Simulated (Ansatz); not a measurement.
Coupled-cluster run, `CC#[N+][B-](C)(Cl)Cl`.

```yaml
crystal:
  periodic: [false, false, false]
  atoms:
    - {symbol: C, position_ang: [0.193710, 0.064939, 2.753008]}
    - {symbol: C, position_ang: [0.214736, 0.169200, 1.317314]}
    - {symbol: N, position_ang: [0.241946, 0.263645, 0.182140]}
    - {symbol: B, position_ang: [0.301338, 0.419330, -1.394323]}
    - {symbol: C, position_ang: [-0.665619, -0.654927, -2.049547]}
    - {symbol: Cl, position_ang: [-0.227348, 2.167287, -1.674574]}
    - {symbol: Cl, position_ang: [2.086951, 0.152158, -1.786307]}
    - {symbol: H, position_ang: [-0.103601, 1.023620, 3.181687]}
    - {symbol: H, position_ang: [1.190126, -0.198527, 3.112117]}
    - {symbol: H, position_ang: [-0.517119, -0.704793, 3.057437]}
    - {symbol: H, position_ang: [-0.364688, -1.677901, -1.806575]}
    - {symbol: H, position_ang: [-1.705148, -0.510926, -1.741792]}
    - {symbol: H, position_ang: [-0.624685, -0.547605, -3.135787]}
basis:
  gaussian: {orbitals: def2-SVP}
correlation: {method: ccsd_t}
```

```sh
$ ansatz run in.yaml --threads 8 --pin off --events-out ev --progress --plain --max-ram 20889MiB
```

Output of Ansatz, abridged:

```
Functional definition: HF
1357 factors; integrals over basis functions are off by at most 1.5e-3 eV
mean field evaluation 1: about -30333.6297 eV, gradient 3.6e1 eV
mean field evaluation 2: about -30333.7884 eV, gradient 3.6e1 eV
mean field evaluation 4: about -30337.5596 eV, gradient 6.3e0 eV
mean field evaluation 8: about -30337.6799 eV, gradient 3.0e-1 eV
mean field -30337.68033074 eV, -1114.8891885364 hartree, gradient 2.9e-6 eV, S^2 0.000000; 0 other end points of the search recorded, 0 dependent functions left out
15 core orbitals not correlated: weight in the atoms' cores, before any rotation towards them, 1.000 or more for the frozen orbitals, at most 0.000 for the correlated occupied ones
reference -30337.68033074 eV, -1114.8891885364 hartree; 20, 20 occupied and 101, 101 virtual orbitals, 1357 factors
second order -25.23972933 eV of doubles, -0.00000000 eV of singles
cycle   1  -26.05923703 eV  change   -8.2e-1 eV  update   1.2e-1
cycle   2  -26.72469237 eV  change   -6.7e-1 eV  update   3.4e-2
cycle   3  -26.87401636 eV  change   -1.5e-1 eV  update   1.6e-2
cycle   4  -26.87534647 eV  change   -1.3e-3 eV  update   4.2e-3
cycle   5  -26.87787004 eV  change   -2.5e-3 eV  update   2.0e-3
cycle   6  -26.87873956 eV  change   -8.7e-4 eV  update   5.3e-4
cycle   7  -26.87861582 eV  change    1.2e-4 eV  update   1.9e-4
cycle   8  -26.87869270 eV  change   -7.7e-5 eV  update   6.0e-5
cycle   9  -26.87871597 eV  change   -2.3e-5 eV  update   2.2e-5
perturbative correction -0.84848384 eV, -0.0311812060 hartree
Total energy: -30365.40753055 eV, -1115.9081443352 hartree
```

Hardware: 8 threads of an AMD EPYC on a shared host. Wall time 20 s, peak host memory 0.99 GiB.

Correlation energy per correlated electron: -0.693 eV. T1 diagnostic: 0.0106.
